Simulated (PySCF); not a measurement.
C₃H₆BNO, SMILES N(B(C#C)O)C. The structure is a stationary point at PBE0-D3(BJ)/def2-SVP. This is a generated structure with no PubChem entry under its InChIKey; it may be hypothetical. Other conformers were not sampled.

Computed equilibrium geometry at PBE0-D3(BJ)/def2-SVP (PySCF confirms it by a frequency run) as bond lengths and angles, and its point group (one conformer of several):
point group Cs.
Atoms: C1 C2 B3 O4 N5 C6 H7 H8 H9 H10 H11 H12. Bonds (Å): C1–C2 1.217, C1–H7 1.075, C2–B3 1.551, B3–O4 1.372, B3–N5 1.402, O4–H8 0.960, N5–C6 1.437, N5–H9 1.014, C6–H10 1.104, C6–H11 1.104, C6–H12 1.099. Bond angles (°): C2–C1–H7 179.8, C1–C2–B3 178.4, C2–B3–O4 120.7, C2–B3–N5 120.9, O4–B3–N5 118.4, B3–O4–H8 111.9, B3–N5–C6 127.9, B3–N5–H9 116.6, C6–N5–H9 115.5, N5–C6–H10 112.2, N5–C6–H11 112.2, N5–C6–H12 109.5, H10–C6–H11 107.6, H10–C6–H12 107.6, H11–C6–H12 107.6.
